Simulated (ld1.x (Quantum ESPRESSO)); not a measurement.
**Building the TM potential for P (PBE, non-relativistic).**

```
Element                 : phosphorus
Generator               : ld1.x (Quantum ESPRESSO) 7.5
Type                    : norm-conserving Troullier–Martins (Kleinman–Bylander form)
Functional              : PBE
Relativity              : non-relativistic
Frozen core             : [Ne]
Valence charge          : 5
Reference configuration : 3s2 3p2.5 (charge +0.5)
Partial waves           : 3s (bound): rc 1.75 bohr; 3p (bound): rc 2.00 bohr
Local potential         : all-electron potential smoothed inside 1.35 bohr (lloc = -1)
Core correction         : Bessel-smoothed model core inside 1.65 bohr
```

All-electron outer shells of the reference configuration (PBE, non-relativistic, ld1.x):

| shell | level (eV) | outermost node (bohr) | outermost maximum (bohr) |
| --- | --- | --- | --- |
| 3s | -18.35 | 0.66 | 1.58 |
| 3p | -9.68 | 0.64 | 1.79 |

Results:

```json
{
  "Cutoffs needed": "18 Ry and 45 Ry (the cutoffs (Ry, on a coarse ladder) from which the occupation-weighted sum of valence levels, in a spherical-Bessel basis at the reference potential, stays within 10 and 1 mRy of its value at 400 Ry)",
  "Ghost test": "no extra level below or beside the all-electron valence levels (s, p, d, f tested) (spherical-Bessel basis up to 400 Ry, 20 bohr box)",
  "Largest excitation error": "+171 meV (all-electron minus pseudo) for 3s1 3p0, out of 7 test configurations"
}
```

Generation and tests took about 1.2 s on one core of a shared server CPU.
